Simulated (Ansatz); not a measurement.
The lowest singlet and triplet of O2 (SMILES O=O); geometries from B3LYP-D3(BJ)/def2-TZVP, each state relaxed from the structure named, with no frequency check, low spin by broken symmetry.
Singlet (charge 0, multiplicity 1):
```tsv
atom	x (Å)	y (Å)	z (Å)
O	0.0000	0.0000	-0.6023
O	0.0000	0.0000	0.6023
```

A positive gap puts the triplet lower; no zero-point energy. R- takes a restricted singlet, here one determinant of a half-filled degenerate or near-degenerate pair, which mixes singlet states. U- takes an unrestricted singlet (broken symmetry where lower, unprojected). The triplet is unrestricted in single-reference levels. Active spaces average the two states.

Cores are frozen in the correlated methods.

Run with Ansatz (Gaussian basis) for Hartree–Fock, density functionals and correlated methods. Values without a source in brackets are computed.

```
level                                      gap E(singlet) − E(triplet), vertical, at the singlet's geometry (kJ/mol)
-----------------------------------------  -------------------------------------------------------------------------
R-SVWN5/def2-TZVPP                                                                                             155.6
U-SVWN5/def2-TZVPP (spin-contaminated)                                                                          49.6
U-r2SCAN/def2-TZVPP (spin-contaminated)                                                                         48.5
R-B3LYP/def2-TZVPP                                                                                             161.8
R-SCS-MP2/cc-pVTZ                                                                                               96.5
R-CCSD/cc-pVTZ                                                                                                   ___
R-CCSD(T)/cc-pVQZ                                                                                                ___
FIC-NEVPT4(SD) on SA-CASSCF(12,8)/cc-pVQZ                                                                       94.7
FIC-MRCISD+Q on SA-CASSCF(12,8)/cc-pVQZ                                                                         94.6
```

Some entries are withheld; supply them.


- R-CCSD/cc-pVTZ, gap E(singlet) − E(triplet), vertical, at the singlet's geometry (kJ/mol): 137.9
- R-CCSD(T)/cc-pVQZ, gap E(singlet) − E(triplet), vertical, at the singlet's geometry (kJ/mol): 124.6

Doubts at one or more of the structures used: a restricted determinant that unrestricted orbitals would lower (R-SVWN5/def2-TZVPP, R-B3LYP/def2-TZVPP, R-SCS-MP2/cc-pVTZ, R-CCSD/cc-pVTZ, R-CCSD(T)/cc-pVQZ).

Ansatz is a quantum-chemistry and plane-wave program.
